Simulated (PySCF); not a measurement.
**Cost of excited-state runs on SMILES [H]/N=C\C=C1/CCC[C@H]1F, C7H10FN**

Molfile (atoms numbered from 1):
```
C7H10FN
     RDKit          3D

 19 19  0  0  0  0  0  0  0  0999 V2000
    3.7151   -0.5210   -0.9692 N   0  0  0  0  0  0  0  0  0  0  0  0
    2.5409   -0.6241   -0.5189 C   0  0  0  0  0  0  0  0  0  0  0  0
    1.4345    0.2924   -0.7333 C   0  0  0  0  0  0  0  0  0  0  0  0
    0.2111    0.1353   -0.2229 C   0  0  0  0  0  0  0  0  0  0  0  0
   -0.2811   -0.9659    0.6704 C   0  0  0  0  0  0  0  0  0  0  0  0
   -1.7954   -0.7487    0.7601 C   0  0  0  0  0  0  0  0  0  0  0  0
   -1.9597    0.7619    0.6105 C   0  0  0  0  0  0  0  0  0  0  0  0
   -0.9153    1.1172   -0.4459 C   0  0  1  0  0  0  0  0  0  0  0  0
   -0.4862    2.4231   -0.3337 F   0  0  0  0  0  0  0  0  0  0  0  0
    3.8759    0.3102   -1.5396 H   0  0  0  0  0  0  0  0  0  0  0  0
    2.3424   -1.4980    0.0948 H   0  0  0  0  0  0  0  0  0  0  0  0
    1.6420    1.1622   -1.3463 H   0  0  0  0  0  0  0  0  0  0  0  0
    0.1776   -0.8579    1.6569 H   0  0  0  0  0  0  0  0  0  0  0  0
   -0.0251   -1.9542    0.2898 H   0  0  0  0  0  0  0  0  0  0  0  0
   -2.2141   -1.1204    1.6931 H   0  0  0  0  0  0  0  0  0  0  0  0
   -2.2925   -1.2569   -0.0677 H   0  0  0  0  0  0  0  0  0  0  0  0
   -2.9661    1.0573    0.3212 H   0  0  0  0  0  0  0  0  0  0  0  0
   -1.6970    1.2719    1.5388 H   0  0  0  0  0  0  0  0  0  0  0  0
   -1.3168    1.0250   -1.4653 H   0  0  0  0  0  0  0  0  0  0  0  0
 10  1  1  0
  1  2  2  0
  2  3  1  0
  3  4  2  0
  4  5  1  0
  5  6  1  0
  6  7  1  0
  7  8  1  0
  8  9  1  0
  8  4  1  0
  2 11  1  0
  3 12  1  0
  5 13  1  0
  5 14  1  0
  6 15  1  0
  6 16  1  0
  7 17  1  0
  7 18  1  0
  8 19  1  6
M  END
```

PySCF with density fitting, on 1 thread of an Arm Neoverse N1, shared host. Command: `OMP_NUM_THREADS=1 python excited_run.py task.json out`

Task: How long does each of these runs take, and how much memory?
- magnetisability and related constants, HF/cc-pVDZ; usual settings
- magnetisability and related constants, PBE/pcSseg-1; writes grids

Result: 
| run | level | basis functions | wall time | peak memory (GiB) |
| --- | --- | --- | --- | --- |
| magnetisability and related constants | HF/cc-pVDZ | 176 | 25 s | 0.83 |
| magnetisability and related constants | PBE/pcSseg-1 | 203 | 100 s | 0.7 |

Times from a shared host are rough.
